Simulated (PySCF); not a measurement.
PySCF job for 1-chloro-2-methylprop-1-ene (C4H7Cl), SMILES C(C)(=CCl)C, PBE0-D3(BJ)/def2-SVP. The structure is a stationary point at PBE0-D3(BJ)/def2-SVP.

```python
import numpy as np
from pyscf import gto, scf, dft, df
from pyscf.hessian import thermo

mol = gto.M(
    atom='''
    C     0.75012884    2.16388216    0.00000000
    C     0.02721894    0.85021617    0.00000000
    C    -1.46635502    0.90564198    0.00000000
    C     0.73280802   -0.28761432    0.00000000
    Cl    0.04130227   -1.87437302   -0.00000000
    H     1.84195804    2.03845973    0.00000000
    H     0.47221031    2.76116279    0.88477895
    H     0.47221032    2.76116279   -0.88477896
    H    -1.91374256   -0.09607986    0.00000000
    H    -1.83121565    1.45414031   -0.88449900
    H    -1.83121565    1.45414032    0.88449899
    H     1.82485187   -0.30140073    0.00000000
    ''',
    basis='def2-SVP',
    charge=0,
    spin=0,
    max_memory=1600,
    verbose=3,
)
mf = dft.RKS(mol, xc='pbe0').density_fit(auxbasis='def2-universal-jkfit')
mf.disp = 'd3bj'
mf.grids.level = 3
mf.conv_tol = 1e-11
mf.max_cycle = 100
mf.kernel()

# [left out here: the lines that compute and print the analytic Hessian (its translational invariance restored by hand, since the grid's response is missing), thermochemistry and intensities]
```

It prints:

```
converged SCF energy = -616.231138675021

WARN: DFTD3 does not support analytical Hessian, using finite difference


WARN: Mole.unit (angstrom) is changed to Bohr

Mode                                 0                   1                   2
Irrep
Freq [cm^-1]                      125.7658            180.0650            239.1646
Reduced mass [au]                   1.0304              1.3195              4.2145
Force const [Dyne/A]                0.0096              0.0252              0.1420
Char temp [K]                     180.9490            259.0735            344.1046
Normal mode                   x     y     z       x     y     z       x     y     z
       0   C                 0.00  0.00 -0.01   -0.00  0.00  0.06    0.04 -0.04  0.00
       1   C                -0.00  0.00 -0.03    0.00 -0.00 -0.06   -0.07  0.02 -0.00
       2   C                -0.00 -0.00 -0.00    0.00 -0.00 -0.05   -0.07  0.15 -0.00
       3   C                -0.00  0.00 -0.02    0.00 -0.00 -0.08   -0.08  0.01 -0.00
       4  Cl                 0.00 -0.00  0.02   -0.00  0.00  0.04    0.07 -0.06  0.00
       5   H                 0.00 -0.00  0.09   -0.00  0.00 -0.35    0.02 -0.14 -0.00
       6   H                -0.08  0.03 -0.05    0.31 -0.28  0.35    0.09 -0.01  0.00
       7   H                 0.08 -0.03 -0.05   -0.31  0.28  0.35    0.09 -0.01 -0.00
       8   H                 0.00 -0.00 -0.53    0.00 -0.00 -0.10   -0.17  0.19 -0.00
       9   H                -0.00  0.49  0.30    0.00  0.04 -0.02   -0.02  0.19  0.00
      10   H                 0.00 -0.49  0.30   -0.00 -0.04 -0.02   -0.02  0.19 -0.00
      11   H                -0.00  0.00 -0.01    0.00 -0.00 -0.11   -0.08  0.07 -0.00
Mode                                 3                   4                   5
Irrep
Freq [cm^-1]                      260.8263            356.6099            453.0585
Reduced mass [au]                   2.0387              2.5384              2.1512
[...]
Reduced mass [au]                   1.5246              1.6883              1.5976
Force const [Dyne/A]                1.0437              1.1761              1.3929
Char temp [K]                    1550.8927           1564.4722           1750.2529
Normal mode                   x     y     z       x     y     z       x     y     z
       0   C                -0.10  0.04  0.00    0.00 -0.00  0.09   -0.02 -0.05  0.00
       1   C                 0.03 -0.01 -0.00   -0.00  0.00 -0.14    0.10  0.12 -0.00
       2   C                -0.00  0.09  0.00    0.00 -0.00  0.09   -0.04 -0.04  0.00
       3   C                 0.03 -0.09  0.00   -0.00  0.00  0.02   -0.01  0.05  0.00
       4  Cl                 0.01  0.01  0.00   -0.00 -0.00  0.00    0.01 -0.00 -0.00
       5   H                -0.15 -0.40 -0.00    0.00  0.00 -0.21   -0.05 -0.18  0.00
       6   H                 0.22  0.11  0.05    0.09  0.32 -0.10   -0.10 -0.12  0.02
       7   H                 0.22  0.11 -0.05   -0.09 -0.32 -0.10   -0.10 -0.12 -0.02
       8   H                 0.32 -0.06 -0.00   -0.00  0.00 -0.21   -0.23  0.05 -0.00
       9   H                -0.22 -0.13 -0.05    0.32 -0.08 -0.09   -0.00  0.08  0.05
      10   H                -0.22 -0.13  0.05   -0.32  0.08 -0.09   -0.00  0.08 -0.05
      11   H                 0.04 -0.26 -0.00   -0.00  0.00 -0.00   -0.03 -0.66 -0.00
Mode                                15                  16                  17
Irrep
Freq [cm^-1]                     1319.8212           1394.0713           1403.9736
Reduced mass [au]                   1.3981              1.2638              1.8398
Force const [Dyne/A]                1.4349              1.4471              2.1367
Char temp [K]                    1898.9288           2005.7582           2020.0054
Normal mode                   x     y     z       x     y     z       x     y     z
       0   C                -0.03  0.01  0.00   -0.05 -0.10 -0.00   -0.05 -0.07 -0.00
       1   C                 0.14  0.05 -0.00   -0.00  0.01  0.00    0.11  0.06  0.00
       2   C                 0.01 -0.02 -0.00    0.07 -0.01 -0.00   -0.13 -0.00  0.00
       3   C                -0.03 -0.05  0.00    0.00  0.01 -0.00   -0.02 -0.03 -0.00
       4  Cl                -0.00 -0.00 -0.00    0.00 -0.00  0.00   -0.00 -0.00  0.00
       5   H                -0.05 -0.22 -0.00    0.01  0.37  0.00   -0.02  0.15  0.00
       6   H                -0.02 -0.12  0.08    0.20  0.34 -0.21    0.14  0.16 -0.09
       7   H                -0.02 -0.12 -0.08    0.20  0.34  0.21    0.14  0.16  0.09
       8   H                -0.31  0.12 -0.00   -0.20  0.11 -0.00    0.20 -0.14 -0.00
       9   H                -0.25 -0.00  0.11   -0.25  0.02  0.15    0.32  0.01 -0.16
      10   H                -0.25 -0.00 -0.11   -0.25  0.02 -0.15    0.32  0.01  0.16
      11   H                -0.01  0.58 -0.00   -0.00 -0.07  0.00   -0.01  0.23 -0.00
Mode                                18                  19                  20
Irrep
Freq [cm^-1]                     1440.7358           1445.0216           1456.8248
Reduced mass [au]                   1.0433              1.0468              1.0698
Force const [Dyne/A]                1.2759              1.2878              1.3377
Char temp [K]                    2072.8981           2079.0644           2096.0465
Normal mode                   x     y     z       x     y     z       x     y     z
       0   C                 0.00  0.00 -0.05    0.02 -0.01  0.00   -0.05  0.00 -0.00
       1   C                -0.00  0.00 -0.01    0.01 -0.00 -0.00    0.01 -0.02  0.00
       2   C                 0.00  0.00  0.03    0.02  0.04 -0.00    0.01  0.02  0.00
       3   C                 0.00 -0.00 -0.00   -0.01  0.02  0.00   -0.02  0.04 -0.00
       4  Cl                -0.00 -0.00  0.00   -0.00 -0.00 -0.00    0.00 -0.00  0.00
       5   H                -0.00 -0.00  0.60   -0.00 -0.17 -0.00    0.01  0.42  0.00
       6   H                 0.41  0.08  0.04   -0.14  0.14 -0.15    0.35 -0.29  0.31
       7   H                -0.41 -0.08  0.04   -0.14  0.14  0.15    0.35 -0.29 -0.31
       8   H                -0.00  0.00 -0.37   -0.37  0.21  0.00   -0.17  0.09 -0.00
       9   H                -0.16 -0.18 -0.03    0.08 -0.45 -0.32    0.01 -0.19 -0.13
      10   H                 0.16  0.18 -0.03    0.08 -0.45  0.32    0.01 -0.19  0.13
      11   H                 0.00  0.00  0.00   -0.01 -0.02  0.00   -0.02 -0.07 -0.00
Mode                                21                  22                  23
Irrep
Freq [cm^-1]                     1462.2549           1740.7225           3041.6338
Reduced mass [au]                   1.0414              7.2091              1.0386
Force const [Dyne/A]                1.3119             12.8703              5.6611
Char temp [K]                    2103.8593           2504.5121           4376.2339
Normal mode                   x     y     z       x     y     z       x     y     z
       0   C                -0.00  0.00 -0.02    0.00 -0.02  0.00    0.01  0.05  0.00
       1   C                 0.00 -0.00 -0.03   -0.12  0.18 -0.00   -0.00 -0.00  0.00
       2   C                 0.00  0.00 -0.04    0.02 -0.01 -0.00    0.01 -0.01 -0.00
       3   C                -0.00  0.00  0.00    0.08 -0.15  0.00   -0.00 -0.00 -0.00
       4  Cl                 0.00 -0.00 -0.00    0.00  0.00 -0.00    0.00  0.00  0.00
       5   H                 0.00  0.00  0.35    0.01  0.09 -0.00   -0.41  0.06 -0.00
       6   H                 0.25  0.06  0.02   -0.00 -0.07  0.04    0.15 -0.31 -0.48
       7   H                -0.25 -0.06  0.02   -0.00 -0.07 -0.04    0.15 -0.31  0.48
       8   H                -0.00  0.00  0.60   -0.08  0.04  0.00   -0.04 -0.10  0.00
       9   H                 0.29  0.30  0.04    0.06 -0.03 -0.03   -0.06  0.09 -0.15
      10   H                -0.29 -0.30  0.04    0.06 -0.03  0.03   -0.06  0.09  0.15
      11   H                -0.00 -0.00  0.02    0.11  0.07 -0.00    0.00  0.00 -0.00
Mode                                24                  25                  26
Irrep
Freq [cm^-1]                     3048.3724           3119.0897           3122.4348
Reduced mass [au]                   1.0400              1.1021              1.1014
Force const [Dyne/A]                5.6939              6.3174              6.3270
Char temp [K]                    4385.9292           4487.6756           4492.4885
Normal mode                   x     y     z       x     y     z       x     y     z
       0   C                -0.00 -0.01 -0.00   -0.00 -0.00  0.09   -0.00  0.00  0.01
       1   C                -0.00 -0.00 -0.00    0.00 -0.00  0.00   -0.00  0.00  0.00
       2   C                 0.05 -0.02  0.00    0.00 -0.00 -0.01   -0.00 -0.00  0.09
       3   C                 0.00  0.00  0.00    0.00  0.00  0.00    0.00 -0.00  0.00
       4  Cl                -0.00 -0.00 -0.00   -0.00 -0.00  0.00    0.00 -0.00 -0.00
       5   H                 0.13 -0.02  0.00    0.00 -0.00  0.01   -0.00  0.00  0.00
       6   H                -0.04  0.09  0.14    0.17 -0.36 -0.53    0.03 -0.06 -0.08
       7   H                -0.04  0.09 -0.14   -0.17  0.36 -0.53   -0.03  0.06 -0.08
       8   H                -0.14 -0.34  0.00   -0.00 -0.00 -0.00    0.00  0.00  0.01
       9   H                -0.19  0.30 -0.50    0.03 -0.05  0.08   -0.22  0.34 -0.53
      10   H                -0.19  0.30  0.50   -0.03  0.05  0.08    0.22 -0.34 -0.53
      11   H                -0.01 -0.00  0.00   -0.00  0.00  0.00   -0.00  0.00  0.00
Mode                                27                  28                  29
Irrep
Freq [cm^-1]                     3163.3099           3186.1787           3230.0706
Reduced mass [au]                   1.1033              1.1019              1.0943
Force const [Dyne/A]                6.5048              6.5910              6.7266
Char temp [K]                    4551.2987           4584.2018           4647.3524
Normal mode                   x     y     z       x     y     z       x     y     z
       0   C                 0.08 -0.03  0.00   -0.00  0.00 -0.00   -0.00  0.00  0.00
       1   C                 0.00 -0.00 -0.00    0.00 -0.00 -0.00    0.00 -0.01  0.00
       2   C                -0.00 -0.00  0.00   -0.02 -0.09 -0.00    0.00 -0.00  0.00
       3   C                -0.00  0.00  0.00    0.00  0.00  0.00   -0.08  0.01 -0.00
       4  Cl                -0.00  0.00 -0.00    0.00 -0.00 -0.00    0.00  0.00  0.00
       5   H                -0.85  0.10  0.00    0.02 -0.00 -0.00    0.02  0.00  0.00
       6   H                -0.06  0.15  0.24    0.00 -0.00 -0.00    0.00  0.00 -0.00
       7   H                -0.06  0.15 -0.24    0.00 -0.00  0.00    0.00  0.00  0.00
       8   H                 0.01  0.02  0.00    0.36  0.80 -0.00    0.00  0.00  0.00
       9   H                -0.00  0.00 -0.01   -0.08  0.12 -0.21   -0.00  0.00 -0.00
      10   H                -0.00  0.00  0.01   -0.08  0.12  0.21   -0.00  0.00  0.00
      11   H                 0.02  0.00 -0.00   -0.01  0.00 -0.00    0.95 -0.02  0.00
temperature 298.1500 [K]
pressure 101325.00 [Pa]
Rotational constants [GHz] 8.43371 2.23995 1.80988
Symmetry number 1
Zero-point energy (ZPE) 0.09914 [Eh]   260293.846 [J/mol]
                           tot       elec      trans        rot        vib
Entropy [J/mol/K]       328.613      0.000    164.942    111.479     52.192
Cv [J/mol/K]             90.365      0.000     12.472     12.472     65.421
Cp [J/mol/K]             98.679      0.000     20.786     12.472     65.421
Internal energy [J/mol]                      3718.434   3718.434 269516.978
Internal energy [Eh]   -616.12565  -616.23114
Enthalpy [J/mol]                             6197.391   3718.434 269516.978
Enthalpy [Eh]          -616.12471
Gibbs free energy [J/mol]                  -42980.078 -29519.044 253956.013
Gibbs free energy [Eh] -616.16203
mode   freq/cm-1   IR/(km/mol)
   1      125.77         0.414
   2      180.07         0.564
   3      239.16         0.744
   4      260.83         0.017
   5      356.61         1.903
   6      453.06         7.222
   7      482.88         2.020
   8      804.77        22.152
   9      812.90        21.060
  10      897.10        27.351
  11      961.62         0.076
  12      986.68         3.942
  13     1077.92        31.240
  14     1087.36         1.212
  15     1216.49         7.986
  16     1319.82         8.715
  17     1394.07         1.527
  18     1403.97         8.366
  19     1440.74         1.203
  20     1445.02         6.897
  21     1456.82         6.978
  22     1462.25        19.513
  23     1740.72         9.582
  24     3041.63        19.354
  25     3048.37        25.606
  26     3119.09         8.025
  27     3122.43        13.472
  28     3163.31        12.018
  29     3186.18         3.272
  30     3230.07         7.248
max |gradient| / (hartree/bohr): 3.06139662066148e-05
APT charges: [ 0.0143  0.048  -0.0282  0.2205 -0.3189  0.0057 -0.0105 -0.0105  0.0352
  0.0045  0.0045  0.0355]
```

The calculation finished and met its thresholds.

Cost: roughly 2.8 core-minutes.
